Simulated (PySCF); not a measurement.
**MRb cations for M along group 13**

r²SCAN with double-zeta basis sets in PySCF, for the lowest determinant that a PBE0 search found; no spin–orbit coupling. De refers to high-spin ground-configuration atoms (the charge goes to the atom of lower measured ionisation energy or higher electron affinity, which is not always the lowest computed limit). A positive dipole points towards Rb; it is taken about the centre of mass and depends on that origin.

| M | basis | charged atom | state (unpaired electrons) | Re (Å) | ωe (cm⁻¹) | De (eV) | μ (D) |
| --- | --- | --- | --- | --- | --- | --- | --- |
| B | def2-SVPD | Rb+ | doublet (σ ↑) | 3.607 | 119 | 0.28 | 0.53 |
| Al | def2-SVP | Rb+ | doublet (σ ↑) | 4.142 | 74.5 | 0.43 | 1.90 |
| In | def2-SVP | Rb+ | doublet (σ ↑) | 4.209 | 46.2 | 0.47 | 7.96 |
| Tl | def2-SVP | Rb+ | doublet (σ ↑) | 4.248 | 41.4 | n/a | 10.28 |

The shortest bond is that of RbB⁺ (3.607 Å), the longest that of RbTl⁺ (4.248 Å).

The rows differ in basis set, which adds steps of its own.

Down a group the atoms grow and get heavier, so bonds lengthen and wavenumbers fall; this series shows no clear exception.

Weak bonds: RbAl⁺, RbB⁺, RbIn⁺. Basis-set superposition, not corrected here, can be much of De in a small basis, most of all at correlated wavefunction levels. Spin–orbit coupling is left out, which matters for elements this heavy, above all for dissociation energies. For an ion De counts to the pair picked by the measured ionisation energies or electron affinities, which need not be the lowest pair at this level. States were picked by a PBE0 search and need not be the measured ground states.
